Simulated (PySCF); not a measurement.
A calculated (r2SCAN0, PySCF 2.14, x2c-QZVPPall with one added diffuse shell each of s, p, d, f type, the spin-free X2C one-electron Hamiltonian (Gaussian nucleus)) atom or ion has these occupied shells.

| shell | electrons | orbital energy (eV) | rms radius, mean of both spins (bohr) |
| --- | --- | --- | --- |
| 1s α | 1 | -1289.2 | 0.151 |
| 1s β | 1 | -1289.1 | 0.151 |
| 2s α | 1 | -91.572 | 0.759 |
| 2s β | 1 | -91.478 | 0.759 |
| 2p α | 3 | -55.404 | 0.773 |
| 2p β | 3 | -55.232 | 0.773 |
| 3p α | 2 | -3.581 | 4.28 |

(1) Name the element and its charge.

Answers

(1) Mg (magnesium, neutral), in [Ne] 3p2, high-spin 3P determinant (an excited configuration).
